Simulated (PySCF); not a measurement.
# Radial density of In²⁺ (indium, charge +2)

r2SCAN, [Kr] 4d9 5s1 5p1, one real determinant (an excited configuration). Computed with PySCF 2.14 in x2c-QZVPPall with one added diffuse shell each of s, p, d, f type (14s10p8d5f1g, 128 functions), with the spin-free X2C one-electron Hamiltonian (Gaussian nucleus).

```json
{"r (bohr)": "0.0230", "4πr²ρ (e/bohr)": "62.82", "4πr²(ρα − ρβ)": "0.0101"}
{"r (bohr)": "0.0386", "4πr²ρ (e/bohr)": "54.13", "4πr²(ρα − ρβ)": "0.0126"}
{"r (bohr)": "0.0649", "4πr²ρ (e/bohr)": "68.60", "4πr²(ρα − ρβ)": "0.0536"}
{"r (bohr)": "0.109", "4πr²ρ (e/bohr)": "76.48", "4πr²(ρα − ρβ)": "0.1202"}
{"r (bohr)": "0.184", "4πr²ρ (e/bohr)": "54.78", "4πr²(ρα − ρβ)": "0.2969"}
{"r (bohr)": "0.309", "4πr²ρ (e/bohr)": "62.56", "4πr²(ρα − ρβ)": "0.1789"}
{"r (bohr)": "0.520", "4πr²ρ (e/bohr)": "21.23", "4πr²(ρα − ρβ)": "0.2899"}
{"r (bohr)": "0.874", "4πr²ρ (e/bohr)": "21.29", "4πr²(ρα − ρβ)": "1.0894"}
{"r (bohr)": "1.47", "4πr²ρ (e/bohr)": "6.734", "4πr²(ρα − ρβ)": "0.9835"}
{"r (bohr)": "2.47", "4πr²ρ (e/bohr)": "1.339", "4πr²(ρα − ρβ)": "1.0313"}
{"r (bohr)": "4.16", "4πr²ρ (e/bohr)": "0.1283", "4πr²(ρα − ρβ)": "0.1264"}
{"r (bohr)": "7.00", "4πr²ρ (e/bohr)": "0.0009703", "4πr²(ρα − ρβ)": "0.0010"}
```

Densities and radii are taken from the X2C orbitals without a picture-change correction, which distorts them close to the nucleus.

⟨L²⟩ = 8.02 against 12 for a pure F term, so this real determinant mixes terms.
